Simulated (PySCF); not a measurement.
MoCl: from constants to spectrum

UHF-CCSD(T) constants of MoCl, ⁶Σ⁺ (sextet), unpaired electrons σ ↑, π ↑↑, δ ↑↑ (PySCF, scalar-relativistic core potentials, basis sets Mo def2-TZVPPD with ECP28, Cl def2-TZVPPD; masses 97.9054 and 34.9689 u):

- ωe: 377.9 cm⁻¹
- ωexe: 1.37 cm⁻¹
- Be: 0.12392 cm⁻¹
- αe: 0.000576 cm⁻¹
- D (centrifugal): 5.33e-08 cm⁻¹
- De to Mo (4d5 5s1) + Cl: 3.68 eV

Give the vibrational terms G(v) and spacings up to v = 6.

G(v) = ωe(v+½) − ωexe(v+½)².

| v | G(v) (cm⁻¹) | G(v) − G(v−1) | Bv (cm⁻¹) |
| --- | --- | --- | --- |
| 0 | 188.6 |  | 0.1236 |
| 1 | 563.8 | 375.2 | 0.1231 |
| 2 | 936.2 | 372.4 | 0.1225 |
| 3 | 1305.9 | 369.7 | 0.1219 |
| 4 | 1672.8 | 366.9 | 0.1213 |
| 5 | 2037.0 | 364.2 | 0.1208 |
| 6 | 2398.5 | 361.5 | 0.1202 |

How well does the Morse estimate ωe²/(4ωexe) reproduce De, and what is D0?

It gives 3.23 eV, 88 % of the computed De. D0 = De − G(0) = 3.68 − 0.02 = 3.66 eV.

Correlated steps freeze 5 core orbitals. Spin–orbit coupling is left out, which matters for elements this heavy, above all for dissociation energies. With d or f electrons several states lie close, and the lowest PBE0 determinant need not be the measured ground state.
